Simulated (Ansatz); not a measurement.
Mulliken charges of CH₂BFOS, SMILES `OC1(F)BS1` from ωB97M-V/def2-TZVPP in Ansatz (PBE0-D4/def2-TZVP geometry).

```json
{"atom": "O1", "x (Å)": "-0.623", "y (Å)": "0.066", "z (Å)": "1.301", "charge (e)": "-0.252"}
{"atom": "C2", "x (Å)": "0.071", "y (Å)": "-0.248", "z (Å)": "0.195", "charge (e)": "0.280"}
{"atom": "F3", "x (Å)": "0.762", "y (Å)": "-1.405", "z (Å)": "0.366", "charge (e)": "-0.181"}
{"atom": "B4", "x (Å)": "-0.268", "y (Å)": "0.256", "z (Å)": "-1.206", "charge (e)": "-0.046"}
{"atom": "S5", "x (Å)": "1.145", "y (Å)": "1.094", "z (Å)": "-0.627", "charge (e)": "-0.106"}
{"atom": "H6", "x (Å)": "-0.050", "y (Å)": "-0.011", "z (Å)": "2.075", "charge (e)": "0.196"}
{"atom": "H7", "x (Å)": "-0.975", "y (Å)": "0.179", "z (Å)": "-2.150", "charge (e)": "0.108"}
```

**Question.** By hand: the dipole of these point charges (1 e Å = 4.8032 D).

**Answer.** Σ q r = (-0.185, 0.058, -0.043) e Å, of length 0.199 e Å = 0.96 D.

**Question.** How does the dipole of the full density compare? (An estimate is asked.)

**Answer.** Computed: (0.012, 0.066, 0.168) e Å, 0.87 D; the point charges give 1.10 times that, at 99° from its direction.

Point charges leave out the atoms' own dipoles, such as those of lone pairs, and Mulliken's split depends on the basis, so the two needn't agree.
